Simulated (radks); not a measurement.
Q: Radial electron density D(r) = 4 pi r^2 rho(r) of an atom or ion with 14 electrons. Calculated with a radial shooting solver on a logarithmic mesh with Libxc functionals: non-relativistic Kohn-Sham, Slater X-alpha with alpha = 0.667, spin-polarised, spherical densities, point nucleus.

```
   r/bohr * D(r) (the largest magnitude, 27.4, reaches the edge; | marks zero)
  0.00323 | *
 0.003613 | *
 0.004042 | *
 0.004557 |  *
 0.005097 |   *
 0.005701 |    *
 0.006377 |     *
  0.00719 |      *
 0.008042 |       *
 0.008995 |         *
  0.01014 |           *
  0.01134 |             *
  0.01269 |                *
  0.01419 |                  *
    0.016 |                      *
   0.0179 |                         *
  0.02002 |                             *
  0.02239 |                                 *
  0.02525 |                                     *
  0.02824 |                                         *
  0.03158 |                                            *
  0.03533 |                                               *
  0.03983 |                                                  *
  0.04455 |                                                   *
  0.04983 |                                                   *
  0.05618 |                                                  *
  0.06284 |                                                *
  0.07029 |                                              *
  0.07862 |                                           *
  0.08864 |                                        *
  0.09915 |                                      *
   0.1109 |                                     *
    0.124 |                                      *
   0.1399 |                                         *
   0.1564 |                                            *
    0.175 |                                                *
   0.1973 |                                                    *
   0.2207 |                                                      *
   0.2468 |                                                      *
   0.2761 |                                                  *
   0.3113 |                                            *
   0.3482 |                                    *
   0.3894 |                            *
   0.4356 |                     *
   0.4911 |               *
   0.5493 |            *
   0.6144 |           *
   0.6872 |           *
   0.7748 |           *
   0.8667 |          *
   0.9694 |         *
    1.093 |       *
    1.222 |    *
    1.367 |  *
    1.529 | *
    1.724 |*
    1.929 *
    2.157 *
    2.413 *
    2.721 *
    3.043 *
```

What is the nuclear charge?

A: Z = 22. The innermost maximum, from 1s, lies near 1/Z = 0.0455 bohr (found: 0.0486), and its height grows with Z. The density is that of the titanium ion Ti8+ in [Ne] 3s2 3p2; the configuration itself is not fixed sharply by these data, and Z only to about a unit. D(r) has 3 maxima, at r = 0.0486, 0.230, 0.763 bohr, and minima at 0.111, 0.645 bohr, inside which lie 2.15, 10.56 electrons.
